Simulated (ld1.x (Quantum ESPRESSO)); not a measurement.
**What one change does to a pseudopotential (gallium (Ga), ultrasoft)**

ld1.x (Quantum ESPRESSO) 7.5 input, shortened:

```
&input
   title='Ga', zed=31., rel=2, dft='PBE', iswitch=3,
   config='[Ar] 3d10 4s1.75 4p1.25 4d-2', rel_dist='average'
 /
 &inputp
   pseudotype=3, tm=.true., lloc=-1, rcloc=1.80,
   nlcc=.true., new_core_ps=.true., rcore=1.50,
   which_augfun='PSQ', rmatch_augfun_nc=.true.
 /
5
4S  1  0   1.75   0.00  1.55  1.90  0.0
4S  1  0   0.00   4.05  1.55  1.90  0.0
4P  2  1   1.25   0.00  1.75  1.95  0.0
4P  2  1   0.00   2.25  1.75  1.95  0.0
4D  3  2  -2.00  -0.05  1.65  1.85  0.0
 &test
   configts(1)='4s1.75 4p1.25'
 /
```

Open shells are filled in proportion to 2j + 1 (rel_dist='average').

Change: waves 4p (bound): rcut 1.46, rcutus 1.54 bohr; 4p channel at 2.25 Ry: rcut 1.46, rcutus 1.54 bohr.

Cutoffs: the cutoffs (Ry, on a coarse ladder) from which the occupation-weighted sum of valence levels, in a spherical-Bessel basis at the reference potential, stays within 10 and 1 mRy of its value at 400 Ry; they do not see the model core or the augmentation charge, which bear on the density cutoff. Errors are all-electron minus pseudo energies relative to the spin-unpolarised reference configuration.

Q: What does the change do?

A: The potential gets harder (8 Ry and 10 Ry → 8 Ry and 15 Ry); the bound ghosts move from d to d, p; the number of tests with a reliable result goes from 7 to 3 (the test run of the changed file stopped, so its transferability is not established); of the 3 tests that both files solve, the error grows in 1 and shrinks in 0 by more than 15 % and 0.3 meV (median size 6.5 → 7.7 meV). A smaller radius makes the pseudo-wave follow the all-electron one further in, where it bends more sharply, so more plane waves are needed.

```tsv
quantity	base	changed
cutoff, loose	8 Ry	8 Ry
cutoff, tight	10 Ry	15 Ry
bound ghosts	d5/2, d3/2	p3/2, d5/2, d3/2, p1/2
tests with a reliable result	7 of 7	3 of 7 (the test run stopped)
error for 4s2 4p1, meV [ΔE -1.60 eV]	-1.0	-1.0
error for 4s2 4p0, meV [ΔE 4.09 eV]	-6.5	-7.7
error for 4s1 4p0, meV [ΔE 25.21 eV]	-166	-169
lowest overlap eigenvalue by channel	s 0.58, p1/2 0.61, p3/2 0.61, d3/2 0.08, d5/2 0.09	s 0.58, p1/2 0.71, p3/2 0.72, d3/2 0.08, d5/2 0.09
```

 A true bound ghost makes a file unfit for plane-wave use even where its test errors are small: the radial tests pick states by their node count and pass the ghost by.
